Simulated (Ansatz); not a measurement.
Basis-set extrapolation for `C[CH](C)[Al]([NH2])[CH](C)C` (PBE0-D4/def2-TZVP geometry, frozen core, the Gaussian-basis code of Ansatz). Multiplicity 1, RHF reference.

```json
{"": "HF", "def2-TZVPP": "-533.047691", "def2-QZVPP": "-533.068924"}
{"": "MP2 correlation", "def2-TZVPP": "-1.360656", "def2-QZVPP": "-1.447427"}
{"": "CCSD(T) correlation", "def2-TZVPP": "-1.499948", "def2-QZVPP": "not run"}
```

Energies in hartree. Use E(X) = E(∞) + A·exp(−7.88·√X) for Hartree–Fock and E(X) = E(∞) + B·X^(−2.97) for correlation, with X = 3 and 4, and add CCSD(T) minus MP2 of the smaller set to the MP2 limit.

Task: What is the CCSD(T) energy at the basis-set limit?

Result: HF limit: -533.068924 + (-0.021233) × 0.13774 = -533.07185. MP2 limit: -1.447427 + (-0.086771) × 0.74074 = -1.51170. Higher-order term: -1.499948 − (-1.360656) = -0.13929. Total: -534.72284 hartree, 4.77 eV below CCSD(T)/def2-TZVPP.
